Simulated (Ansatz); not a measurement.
`[SiH3]CN[SiH3]` → `CN[SiH3]` + `[SiH2]`  (silylene formation by 1,1-elimination)

Calculated with Ansatz (gas phase, PBE0-D4/def2-TZVP geometries, no zero-point term in ΔE). CCSD(T)/CBS is the MP2 limit (def2-TZVPP, def2-QZVPP) plus CCSD(T) − MP2 in def2-TZVPP, frozen cores. This one scheme is used for every species. Functionals use def2-TZVPP. Each species was taken in one conformer, which may not be the lowest.

```json
{"level": "LDA (SPW92)", "ΔE (kcal/mol)": "60.9", "difference from CCSD(T)/CBS": "7.8"}
{"level": "ωB97M-V", "ΔE (kcal/mol)": "52.3", "difference from CCSD(T)/CBS": "-0.8"}
{"level": "B2PLYP", "ΔE (kcal/mol)": "51.8", "difference from CCSD(T)/CBS": "-1.3"}
{"level": "PBE", "ΔE (kcal/mol)": "52.3", "difference from CCSD(T)/CBS": "-0.8"}
{"level": "r2SCAN", "ΔE (kcal/mol)": "57.2", "difference from CCSD(T)/CBS": "4.1"}
{"level": "PBE0", "ΔE (kcal/mol)": "54.1", "difference from CCSD(T)/CBS": "1.0"}
{"level": "r2SCANh", "ΔE (kcal/mol)": "57.2", "difference from CCSD(T)/CBS": "4.1"}
{"level": "BHLYP", "ΔE (kcal/mol)": "51.4", "difference from CCSD(T)/CBS": "-1.7"}
{"level": "MP2/def2-TZVPP", "ΔE (kcal/mol)": "56.3", "difference from CCSD(T)/CBS": "3.2"}
{"level": "MP2/CBS(def2)", "ΔE (kcal/mol)": "57.8", "difference from CCSD(T)/CBS": "4.7"}
{"level": "CCSD(T)/CBS", "ΔE (kcal/mol)": "53.1", "difference from CCSD(T)/CBS": "0"}
```

Largest T1 diagnostic among the species: 0.014.

The D4 term adds +3.3 kcal/mol with B3LYP and +1.8 kcal/mol with PBE0; it sums over pairs of atoms, weighted by their polarisabilities, and B3LYP, whose exchange is more repulsive, gets the larger term. From BLYP to BHLYP (50 % exact exchange), in def2-TZVPP and without D4, ΔE moves by +5.4 kcal/mol. In def2-TZVPP, CCSD(T) changes the Hartree–Fock value by +4.0 kcal/mol (the triples alone add +1.2 kcal/mol) and MP2 by +8.7 kcal/mol.

CCSD(T)/CBS has its own doubt, a few kJ/mol and more with outer-core shells, so smaller differences from it don't rank the levels.

B3LYP here is the variant with VWN-RPA as its local correlation; programs differ in this.
